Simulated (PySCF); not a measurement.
**TDDFT excited states: C2H8AlBrS**

Species: C2H8AlBrS.
Atom-mapped SMILES: `[CH3:1][S+:2]([CH3:3])[AlH2-:4][Br:5]` (hydrogens: H6, H7, H8 on C1; H9, H10, H11 on C3; H12, H13 on Al4)

Computed with TDDFT wB97X-D/def2-SVPD, vertical, gas phase, core orbitals frozen in the response in PySCF. Isolated species at its PBE0-D3(BJ)/def2-SVP geometry (one conformer only). Relativistic effects, spin–orbit coupling among them, are left out although an element past zinc is present. Torsions of this conformer, `[CH3:1][S+:2]([CH3:3])[AlH2-:4][Br:5]`: C1–S2–Al4–Br5 -166°.

List the vertical singlet excitations with oscillator strengths and describe the spectrum.

```csv
state,E (eV),E (hartree),f,"main configurations (H = HOMO, L = LUMO)"
S1,6.49,0.2383,0.011,H→L (72%)
S2,6.52,0.2394,0.0042,"H-1→L (56%), H-2→L (14%)"
S3,7.03,0.2585,0.0056,"H→L+1 (28%), H→L+2 (19%), H→L+5 (12%)"
S4,7.10,0.2609,0.017,"H-2→L (24%), H-1→L (20%), H-1→L+2 (12%)"
S5,7.41,0.2724,0.037,"H→L+2 (27%), H-1→L+1 (17%), H-2→L (13%)"
S6,7.47,0.2743,0.161,"H-1→L+1 (33%), H→L+2 (17%), H-3→L (16%)"
S7,7.58,0.2784,0.043,"H→L+4 (28%), H→L+1 (18%), H→L+5 (16%)"
S8,7.62,0.2800,0.026,"H→L+3 (22%), H-3→L (16%), H-2→L (12%)"
S9,7.72,0.2836,0.018,"H-1→L+3 (41%), H-1→L+4 (15%)"
S10,7.83,0.2877,0.020,"H-1→L+2 (21%), H-1→L+5 (14%), H-2→L+1 (13%)"
```

Triplets (Tamm–Dancoff): T1 6.14 eV, H-1→L (34%), H-2→L (23%); T2 6.23 eV, H→L (56%), H→L+4 (12%), H→L+2 (8%); T3 6.75 eV, H-1→L (20%), H-1→L+2 (13%); T4 6.81 eV, H→L+1 (16%), H→L+5 (13%), H-2→L (9%).

The lowest singlet comes at 191 nm (626 kJ/mol) in the vacuum ultraviolet; it is weak; its leading configuration is HOMO→LUMO (72%). The strongest level in the table is S6 at 7.47 eV (166 nm, f = 0.161). Löwdin shares by element: HOMO bromine 57%, hydrogen 23% or more, aluminium 18%; LUMO sulfur 38%, aluminium 15%, carbon 11% or more, bromine 8% (atoms not listed hold the other 27%). Weighted by f, the mean energy of these states is 7.45 eV. Orbital energies (eV): HOMO-3 -10.50, HOMO-2 -10.34, HOMO-1 -9.59, HOMO -9.33, LUMO 1.29, LUMO+1 1.61, LUMO+2 1.88. The oscillator strengths of these states sum to 0.342; summed over the whole spectrum of an exact calculation they would give the number of electrons, 84 (Thomas–Reiche–Kuhn). All these states lie below the vertical ionisation energy of 9.65 eV (ΔSCF). The window holds the lowest 10 singlets.

Without π bonds the low states are Rydberg-like; a valence basis with one diffuse set may place them up to an eV too high.
